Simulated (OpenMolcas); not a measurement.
# Cs I: effect of the basis set

```yaml
Program: OpenMolcas 26.06
Method: CASSCF
Active_space: 1 electron in 4 orbitals (6s 6p)
State_averaging: 2S+1 = 2 even, 1 root; 2S+1 = 2 odd, 3 roots
Spin-orbit_coupling: RASSI with atomic mean-field integrals over the reference wave functions, term energies averaged over their components
```

A. ANO-RCC-VDZP [7s6p3d1f], DKH2, point nucleus; cost roughly 5 core-seconds
B. ANO-R2 [7s6p4d1f1g], X2C, finite nucleus; cost about 6 core-seconds
C. ANO-RCC-VTZP [8s7p4d2f1g], DKH2, point nucleus; cost of the order of 6 core-seconds
D. ANO-RCC-VTZP [8s7p4d2f1g], X2C, point nucleus; cost roughly 12 core-seconds
E. ANO-R3 [8s7p4d2f1g1h], X2C, finite nucleus; cost roughly 5 core-seconds
F. ANO-RCC-VQZP [9s8p5d3f2g], DKH2, point nucleus; cost roughly 9 core-seconds

Energies in eV above 6s 2S 1/2, the measured ground level; measured values from NIST Handbook of Basic Atomic Spectroscopic Data.

```csv
Level,A,B,C,D,E,F,Measured
6s 2S 1/2,0.0000,0.0000,0.0000,0.0000,0.0000,0.0000,0.0000
6p 2P* 1/2,1.1528,2.1164,1.1521,1.1531,2.1159,1.1527,1.3859
6p 2P* 3/2,1.1911,2.2335,1.1901,1.1911,2.2337,1.1896,1.4546
```

Deviations, from unrounded energies. A percentage is the sum of absolute deviations over the sum of measured energies, with the sign that they share, or ± where signs differ.

| Against measurement | Levels | A | B | C | D | E | F |
| --- | --- | --- | --- | --- | --- | --- | --- |
| mean absolute deviation (cm-1) | 2 | 2000 | 6100 | 2000 | 2000 | 6100 | 2000 |
| other configurations (%) | 2 | -17.5 | +53.1 | -17.5 | -17.5 | +53.1 | -17.5 |

A, C, D, F lie about equally close to measurement and B furthest from it. The largest miss of D in the table is 6p 2P* 3/2, by -2100 cm-1. The ranking rests on the paired levels alone, and a cruder setting can come out closer through cancelling errors.

Among A to F the level of the table that moves most is 6p 2P* 3/2, by 8400 cm-1 (lowest in F, highest in E).

ANO sets are built for ground and valence states and can reach diffuse excited orbitals poorly. With one active electron the reference holds no correlation, so core polarisation is missing. The ANO-R sets hold no well-fitted valence p shell for this element, so s → p excitations can come out far too high (holds for B; E). Measured partners are found by configuration, term and J. A level has none where our copy of the source lacks it or the pairing is in doubt (some pairs that miss far off the trend of their configuration count as doubtful), and it then counts in no deviation. Only configurations of the active space appear.

* marks odd parity.
